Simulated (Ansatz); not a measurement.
CH₅FGeOSi, SMILES `O=[C]([SiH3])[GeH2][F]`, charge 0, multiplicity 1.

(1) Give a relaxed structure at PBE0-D4/def2-TZVP (Ansatz 0.2.0). (Estimate.)

Results:

(1) Ansatz gave: 
```xyz
10

O     0.9713    0.4910    1.7819
C     0.4133    0.2430    0.7420
Si    0.0629    1.5923   -0.6054
Ge   -0.1773   -1.6600    0.3996
F    -0.9282   -1.5874   -1.1796
H     0.5872    2.8942   -0.1277
H     0.7351    1.1630   -1.8575
H    -1.4053    1.6441   -0.8189
H    -1.2578   -2.1386    1.3810
H     0.9988   -2.6416    0.2846
```
Point group Cs.
This is one stationary point; other conformers may exist.
